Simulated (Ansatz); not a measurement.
Frontier orbitals of CH4GaNO (`N=[CH][GaH][OH]`).

```xyz
8

N     0.212   -1.833   -0.125
C     0.905   -0.775   -0.242
Ga    0.220    1.086   -0.023
O    -1.506    1.231    0.421
H    -0.764   -1.628    0.102
H     1.962   -0.937   -0.487
H     0.961    2.445   -0.184
H    -1.990    0.411    0.538
```

Total charge 0; spin multiplicity 1. Correlated methods include outer-core shells of Ga, which these sets cover unevenly. Scalar relativity is left out up to krypton. All single points use the PBE0-D4/def2-TZVP geometry. It is one conformer, not always the lowest. Basis def2-TZVPP, Ansatz 0.2.0.

Orbital energies of one run (eV). Highest occupied ones, from the top: -6.11, -7.87, -8.39, -8.80, -9.15, -10.85, -12.06, -12.96, -16.05, -20.80, -20.94, -21.03, -21.06, -21.15. Empty: -2.73, -0.89, -0.38, 0.33, 1.32, 2.01.

Which functional gave them?
A. r2SCANh
B. PBE0
C. B97M-V
D. HSE06 (plane-wave form)

C. HOMO energies: B97M-V -6.11, HSE06 -6.66, r2SCANh -6.48, PBE0 -7.07 eV.
